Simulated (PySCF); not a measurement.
Correlation energy of S⁺ (sulfur, charge +1)

[Ne] 3s2 3p3, high-spin 4S determinant. Calculation: PySCF 2.14, in x2c-SVPall (4s3p1d, 18 functions); scalar relativity by spin-free X2C-1e. Frozen: [Ne]; 5 electrons correlated.

MP2 pair energies summed by pair of shells (mhartree):

```
 pair  energy  share (%)
3s-3p  -44.03       64.4
3p-3p  -16.25       23.8
3s-3s   -8.07       11.8
```

Total MP2 correlation energy: -68.36 mhartree.

Same-spin part -18.38 and opposite-spin part -49.97 mhartree; SCS-MP2 scales them by 1/3 and 6/5 to -66.10 mhartree.

```json
{"level": "CCSD", "correlation energy (mhartree)": "-86.66"}
{"level": "(T)", "correlation energy (mhartree)": "-0.95"}
{"level": "CCSD(T)", "correlation energy (mhartree)": "-87.61"}
```

Diagnostics: T1 = 0.0031, D1 = 0.0062, largest double amplitude 0.061.

Q: Is a single reference adequate?

A: Yes: T1 lies below 0.03 and no double amplitude reaches 0.07.
